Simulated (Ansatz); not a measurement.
Input and output for `NC1[Se][Se]1`.

```yaml
crystal:
  periodic: [false, false, false]
  atoms:
    - {symbol: N, position_ang: [-0.178163, 1.162480, -0.117014]}
    - {symbol: C, position_ang: [0.192716, -0.244058, 0.087919]}
    - {symbol: Se, position_ang: [-0.109143, -1.569230, -0.835727]}
    - {symbol: Se, position_ang: [0.103990, -1.622762, 1.537642]}
    - {symbol: H, position_ang: [-0.105103, 1.871920, 0.337431]}
    - {symbol: H, position_ang: [-1.548897, 0.594810, -0.207062]}
    - {symbol: H, position_ang: [1.435631, 0.229320, -0.282360]}
basis:
  gaussian: {orbitals: def2-mTZVPP, fitting: {mean_field: def2-universal-jkfit}}
hamiltonian: {xc: {name: r2SCAN0}, dispersion: d3bjatm}
output: {forces: true}
```

```sh
$ ansatz run in.yaml --threads 4 --pin off --events-out ev --progress --plain --max-ram 10444MiB
```

Shortened log:

```
Functional definition: r2SCAN0
738 factors; integrals over basis functions are off by at most 4.0e-1 eV
mean field evaluation 1: about -133258.9327 eV, gradient 5.6e1 eV
mean field evaluation 2: about -133197.8331 eV, gradient 1.3e2 eV
mean field evaluation 4: about -133265.3834 eV, gradient 1.2e1 eV
mean field evaluation 8: about -133265.8000 eV, gradient 2.7e-1 eV
mean field evaluation 16: about -133265.8022 eV, gradient 7.5e-5 eV
mean field -133265.80223189 eV, -4897.4279012167 hartree, gradient 4.2e-5 eV, S^2 0.000000; 0 other end points of the search recorded, 0 dependent functions left out
reference -133265.80223855 eV, -4897.4279014614 hartree; 42, 42 occupied and 88, 88 virtual orbitals, 738 factors
Total energy: -133265.87039369 eV, -4897.4304061168 hartree
Atom 0 at    -0.178163     1.162480    -0.117014 Å, force    -8.671228   -16.675857    -8.873555 eV/Å
Atom 1 at     0.192716    -0.244058     0.087919 Å, force     9.384481    12.207211     3.019924 eV/Å
Atom 2 at    -0.109143    -1.569230    -0.835727 Å, force    -2.888818    -6.884937    -4.345352 eV/Å
Atom 3 at     0.103990    -1.622762     1.537642 Å, force    -0.246961     0.407050    -0.453095 eV/Å
Atom 4 at    -0.105103     1.871920     0.337431 Å, force     1.268377     9.987446     8.349718 eV/Å
Atom 5 at    -1.548897     0.594810    -0.207062 Å, force     3.241683     3.369795     0.267172 eV/Å
Atom 6 at     1.435631     0.229320    -0.282360 Å, force    -2.087535    -2.410707     2.035189 eV/Å
Dipole moment:    -0.003172     0.174047     0.023176 e Å
```

It took 3.2 s on 4 threads of an Arm Neoverse V1 on a shared host, with 0.27 GiB of host memory at the peak.
